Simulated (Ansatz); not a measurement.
Input file for Ansatz (a program for electronic structure): SC-NEVPT2 on SA-CASSCF(12,8)/cc-pV(Q+d)Z on OS (SMILES O=S), 2S+1 = 3, a spin state set in the input, which need not be the lowest. Files ending in .json are basis or fitting sets from the Basis Set Exchange.

Ansatz 0.2 input:
```yaml
crystal:
  periodic: [false, false, false]
  atoms:
    - {symbol: O, position_ang: [-0.00000000, -0.00000000, -0.99301389]}
    - {symbol: S, position_ang: [0.00000000, 0.00000000, 0.49650695]}
basis:
  gaussian:
    orbitals: cc-pV_Q+d_Z.json
magnetization: {spin_polarized: false, initial_magnetization: 2}
correlation: {method: sc_nevpt2, electrons: outside_noble_gas, active_space: {window: {electrons: 12, orbitals: 8}, states: [{multiplicity: 1, weights: [1]}, {multiplicity: 3, weights: [1]}]}}
output: {orbitals: {seedname: ./end}}
```

It printed:

```
WARN ansatz: RAYON_NUM_THREADS=1 ignored (pool sized by the plan → 1); use --threads N
Functional definition: HF
integrals: 0.11 GiB planned
1393 factors; integrals over basis functions are off by at most 1.8e-7 eV
mean field: 0.41 GiB planned
mean field evaluation 1: about -12852.7834 eV, gradient 2.8e1 eV
mean field evaluation 2: about -12852.8930 eV, gradient 2.8e1 eV
mean field evaluation 4: about -12854.6152 eV, gradient 4.5e0 eV
mean field evaluation 8: about -12854.6712 eV, gradient 5.3e-1 eV
mean field evaluation 16: about -12854.6749 eV, gradient 1.5e-6 eV
mean field -12854.67494177 eV, -472.4005908985 hartree, gradient 1.5e-6 eV, S^2 2.000000; 0 other end points of the search recorded, 0 dependent functions left out
reference -12854.67494177 eV, -472.4005908985 hartree; 13, 11 occupied and 106, 108 virtual orbitals, 1393 factors
configuration interaction: 0.24 GiB planned
configuration interaction: 0.00 GiB planned
state -12855.61804345 eV, -472.4352492458 hartree
state -12855.61804345 eV, -472.4352492458 hartree; corrected -12864.53754875 eV, -472.7630350197 hartree
configuration interaction: 0.00 GiB planned
state -12856.37364593 eV, -472.4630171251 hartree
state -12856.37364593 eV, -472.4630171251 hartree; corrected -12865.28456277 eV, -472.7904872789 hartree
Total energy: -12864.91105576 eV, -472.7767611493 hartree
```

Self-consistency was reached. The last total energy is the mean of the averaged states.

Cost: roughly 4 core-seconds.
